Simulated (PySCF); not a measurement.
H₂S₂Se. Atoms are numbered in the order given.

```xyz
5

Se     0.0000     0.0000     0.6768
S      1.7138    -0.0840    -0.6663
H      1.8641     1.2360    -0.8449
S     -1.7138     0.0840    -0.6663
H     -1.8641    -1.2360    -0.8449
```

The structure is a stationary point at ωB97X-D3(BJ)/def2-TZVP. Other conformers were not sampled.

These are TDDFT-LC-ωPBE/def2-SVPD run with PySCF values and carry that method's errors.

Vertical excitations. The molecule is in vacuum. State labels are in the subgroup C2.

```csv
state,symmetry,energy (eV),λ (nm),f,main pairs
S1,B,4.55,272,0.004,HOMO→LUMO 90 %
S2,A,4.69,264,0.002,HOMO→LUMO+1 84 %
S3,B,4.89,253,0.010,"HOMO−1→LUMO 67 %, HOMO−2→LUMO+1 17 %"
S4,A,5.08,244,0.012,"HOMO−2→LUMO 54 %, HOMO−1→LUMO+1 30 %"
S5,A,5.94,209,0.002,"HOMO−1→LUMO+1 54 %, HOMO−2→LUMO 35 %"
S6,B,6.48,191,0.017,"HOMO−1→LUMO+2 35 %, HOMO−2→LUMO+1 29 %, HOMO→LUMO+2 15 %"
S7,B,6.71,185,0.023,"HOMO→LUMO+2 47 %, HOMO−1→LUMO+2 26 %, HOMO→LUMO+6 8 %"
S8,A,6.79,183,0.019,"HOMO−2→LUMO+2 47 %, HOMO−1→LUMO+4 17 %, HOMO−1→LUMO+11 12 %"
S9,B,6.85,181,0.262,"HOMO−2→LUMO+1 37 %, HOMO→LUMO+2 21 %, HOMO−1→LUMO 16 %, HOMO−2→LUMO+4 8 %"
S10,A,7.68,162,0.035,HOMO→LUMO+4 64 %
T1,B,3.76,330,0,HOMO→LUMO 88 %
T2,A,4.05,306,0,HOMO→LUMO+1 77 %
T3,B,4.15,299,0,"HOMO−1→LUMO 72 %, HOMO−2→LUMO+1 13 %"
T4,A,4.40,282,0,"HOMO−2→LUMO 59 %, HOMO−1→LUMO+1 21 %"
```
Triplets are in the Tamm–Dancoff approximation, which puts them higher than full response would, so one can lie above its singlet here.
